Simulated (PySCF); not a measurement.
A PySCF script (with the pyscf-properties extension) for the NMR shieldings of SMILES [BH3-]N(C)C(C)=O, [C$_{3}$H$_{9}$BNO]-, on a GFN2-xTB geometry:

```python
import basis_set_exchange as bse
import numpy as np
from pyscf import gto, dft
from pyscf.prop import nmr

atoms = """
B    -0.502720    1.061076   -0.946555
N    -0.404067   -0.205166   -0.024574
C    -1.574618   -1.039050    0.075680
C     0.657568   -0.575567    0.671141
C     1.874092    0.328232    0.541487
O     0.719696   -1.584113    1.397753
H    -0.315637    2.063971   -0.284759
H     0.322528    0.984743   -1.836675
H    -1.615708    1.085902   -1.422219
H    -1.371447   -1.876002    0.750366
H    -2.420661   -0.458905    0.457740
H    -1.849298   -1.425539   -0.910964
H     1.610753    1.336458    0.849620
H     2.683085   -0.059044    1.160004
H     2.182019    0.370992   -0.499957
"""
names = dict.fromkeys(["B", "N", "C", "O", "H"], "pcSseg-1")
basis = {el: gto.basis.parse(bse.get_basis(n, elements=[el], fmt="nwchem")) for el, n in names.items()}
mol = gto.M(atom=atoms, basis=basis, charge=-1, verbose=0)
mf = dft.RKS(mol, xc="PBE0")
mf.grids.level = 2
mf.grids.alignment = dft.numint.BLKSIZE   # the property module wants whole blocks of grid points
mf.conv_tol = 1e-9
mf.kernel()

calc = nmr.RKS(mf)   # GIAO
C = mf.mo_coeff
Co = C[:, mf.mo_occ > 0]
resp = mf.gen_response(singlet=True, hermi=2)
def vind(x):   # induced exchange potential for any number of trial vectors
    d = np.einsum("pi,xij,qj->xpq", C, 2 * x.reshape(-1, C.shape[1], Co.shape[1]), Co, optimize=True)
    return np.einsum("xpq,pi,qj->xij", resp(d - d.transpose(0, 2, 1)), C, Co, optimize=True).ravel()
mo1, _ = nmr.rhf.solve_mo1(calc, with_cphf=vind)
sigma = calc.kernel(mo1)
for i, s in enumerate(sigma):   # ppm
    print("%2d %-2s %9.2f" % (i, mol.atom_pure_symbol(i), np.trace(s) / 3))
```

**Question.** What does it print?

**Answer.** 
```
 0 B     128.05
 1 N     134.10
 2 C     149.67
 3 C      13.07
 4 C     160.56
 5 O     -31.93
 6 H      29.75
 7 H      29.76
 8 H      30.06
 9 H      27.22
10 H      29.60
11 H      29.60
12 H      29.27
13 H      30.82
14 H      29.31
```

These numbers come from an equivalent density-fitted implementation of the same equations, which agrees with the script to about 0.01 ppm for H and up to a few tenths of a ppm for heavy atoms, so last digits may differ.

Size and cost of the density-fitted run: 147 basis functions, 19 s wall time on 1 thread of an AMD EPYC 7R43 64-Core, shared host; peak memory 0.71 GiB.
